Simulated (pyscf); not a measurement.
# H₂C=C⁻–CH₃, singlet

Gas-phase minimum from PySCF at ωB97X-D3(BJ)/def2-SVPD, one conformer. H₂C=C⁻–CH₃ lies 15.2 kcal/mol over its isomer H₂C=CH–CH₂⁻, and others may lie lower still (electronic energy, ωB97M-D3(BJ)). 

SMILES: C=[C-]C
```xyz
8

C     -1.1171     0.8356    -2.4427
C     -1.6456     0.8708    -1.2000
C     -0.6034     0.8971    -0.0918
H     -0.0144     0.8271    -2.6413
H     -1.7331     0.8128    -3.3570
H      0.4617     0.8855    -0.4489
H     -0.7318     0.0351     0.5906
H     -0.7278     1.7937     0.5454
```
Charge -1, spin multiplicity 1.

Bonds (Å): C1–C2 1.351, C1–H4 1.120, C1–H5 1.103, C2–C3 1.522, C3–H6 1.123, C3–H7 1.107, C3–H8 1.107. Bond angles (°): C2–C1–H4 123.2, C2–C1–H5 123.0, H4–C1–H5 113.7, C1–C2–C3 113.7, C2–C3–H6 114.7, C2–C3–H7 110.9, C2–C3–H8 110.9, H6–C3–H7 107.3, H6–C3–H8 107.3, H7–C3–H8 105.2.

Properties at ωB97X-D3(BJ)/def2-SVPD:

- Harmonic wavenumbers, unscaled = 201, 462, 677, 828, 926, 1009, 1019, 1110, 1333, 1399, 1440, 1452, 1609, 2825, 2855, 3016, 3048, 3057 cm⁻¹
- Zero-point energy = 40.4 kcal/mol
- Rotational symmetry number = 1
- Entropy of this conformer at 298 K and 1 atm, rigid rotor and harmonic oscillator, modes under 100 cm⁻¹ raised to 100 = 262.5 J/(mol K)
- Dipole moment = depends on origin

Single-point totals, which compare only within one level (frozen core for MP2 and CC):

```csv
level,total energy (hartree)
ωB97X-D3(BJ)/def2-TZVPD,-117.34787
PBE/def2-TZVPD,-117.12277
r²SCAN/def2-TZVPD,-117.20784
B3LYP-D3(BJ)/def2-TZVPD,-117.30407
PBE0-D3(BJ)/def2-TZVPD,-117.13716
M06-2X/def2-TZVPD,-117.22364
ωB97M-D3(BJ)/def2-TZVPD,-117.31968
HF/def2-TZVPPD,-116.44459
MP2/def2-TZVPPD,-116.96867
CCSD/def2-TZVPPD,-116.99702
CCSD(T)/def2-TZVPPD,-117.02366
```

The CCSD(T) − MP2 part came from Ansatz, without density fitting, on the same reference.
